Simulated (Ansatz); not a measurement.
Compare A (`FC1=[CH][GeH2][CH2]1`) with its isomer B (`FC#C[CH2][GeH3]`).

Isolated molecules relaxed with PBE0-D4/def2-TZVP in Ansatz; ΔE leaves out vibrations. CBS: MP2 limit from def2 TZ/QZ plus the TZ coupled-cluster correction, frozen cores. Functionals use def2-TZVPP. B3LYP here is the variant with VWN-RPA as its local correlation; programs differ in this. For Ge outer-core shells are correlated without core-valence functions, which leaves a few kJ/mol of doubt a bond. Scalar relativity is left out up to krypton.

Task: Which is lower in electronic energy at CCSD(T)/CBS, and by how much? (Estimate.)

Result: Computed: A, by 37.4 kcal/mol.

Task: Give E(B) − E(A) in kcal/mol with B3LYP, HF/def2-TZVPP, MP2/def2-TZVPP, PBE0-D4, ωB97M-V, PBE-D4, CCSD(T)/def2-TZVPP. (An estimate is asked.)

Result: Computed: B3LYP 33.1, HF/def2-TZVPP 31.8, MP2/def2-TZVPP 36.8, PBE0-D4 39.2, ωB97M-V 37.3, PBE-D4 37.8, CCSD(T)/def2-TZVPP 36.8. None reverses the order clearly.

Largest T1 diagnostic: 0.012.

In def2-TZVPP, CCSD(T) changes the Hartree–Fock value by +5.0 kcal/mol (the triples alone add +0.9 kcal/mol) and MP2 by +5.0 kcal/mol. The D4 term adds +0.9 kcal/mol with B3LYP and +0.4 kcal/mol with PBE0; it sums over pairs of atoms, weighted by their polarisabilities, and B3LYP, whose exchange is more repulsive, gets the larger term.
